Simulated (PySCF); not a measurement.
Gas-phase reaction: SnHF₃ + SnH₃F ⇌ 2 SnH₂ + 4 F

Energies from PySCF (xtb for GFN2), thermal terms from the rigid-rotor harmonic-oscillator model, ideal gas at 1 bar. † marks an energy on the PBE0/def2-TZVP geometry and frequencies; other levels use their own. MP2 and CCSD(T) freeze the core. Open shells (unrestricted): F (multiplicity 2, electronic degeneracy 6); the rest are closed-shell singlets. GFN2 has no spin-polarisation term. Spin-orbit splitting is ignored; it lowers the true energy and changes the entropy of F. Sn: scalar-relativistic def2 core potential, no spin-orbit coupling. SnHF₃, SnH₃F, SnH₂: computed as isolated molecules; such fragments, hydroxides, amides, oligomers or adducts are transient or little studied in the gas. MP2 isn't extrapolated to the basis-set limit; its ΔH°(298 K) is 1721.4 kJ in def2-SVP and 1807.9 kJ in def2-TZVPP. CCSD(T) isn't extrapolated to the basis-set limit; its ΔH°(298 K) is 1576.3 kJ in def2-SVP and 1687.5 kJ in def2-TZVPP. The harmonic model lacks anharmonicity and excited electronic states, which grow with temperature; levels with a mode under 35 cm⁻¹ are left out.

```
level               ΔE electronic, kJ  ΔH°(298 K), kJ  ΔS°(298 K), J/K  ΔG°(2000 K), kJ
------------------  -----------------  --------------  ---------------  ---------------
BLYP/def2-TZVP†                  1728            1703              524              656
CCSD(T)/def2-SVP†                1601            1576              524              529
GFN2-xTB                         1315            1297              496              319
M06-2X/def2-TZVP†                1798            1774              524              727
MP2/def2-TZVPP†                  1832            1808              524              761
PBE0/def2-QZVP†                  1730            1706              524              659
PBE0/def2-TZVP                   1712            1688              524              641
r2SCAN/def2-TZVP†                1773            1749              524              702
LDA/def2-TZVP†                   2098            2073              524             1026
ωB97X-V/def2-TZVP†               1773            1748              524              701
```
ΔH° is lowest at GFN2-xTB and highest at LDA/def2-TZVP†. No reference value is set beside these.
